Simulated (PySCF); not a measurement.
CH$_{4}$Al (SMILES [CH3][AlH+]), charge +1, singlet, geometry from GFN2-xTB (such geometries of metal compounds can be far from the true shape).

Input for PySCF:
```python
from pyscf import gto, scf, dft

mol = gto.M(
    atom='''
Al   -0.403728   -0.559691   -0.273048
C     0.653430    0.901153    0.443304
H     0.440377    1.046895    1.516060
H     0.411663    1.835111   -0.092178
H     1.731224    0.697434    0.323739
H    -1.255377   -1.710379   -0.857814
''',
    basis='6-31g**',
    charge=1,
    spin=0,
    verbose=4,
)

mf = dft.RKS(mol)
mf.xc = 'r2scan'
mf.kernel()
mf.analyze()
```

Q: What does this run give for the nuclear repulsion energy, HOMO-LUMO gap, HOMO energy, number of basis functions, total energy?

A: 
```yaml
nuclear_repulsion_energy: 44.6584 Eh
HOMO-LUMO gap: 6.15 eV
HOMO energy: -13.93 eV
number_of_basis_functions: 52
total_energy: -282.5718 Eh
```
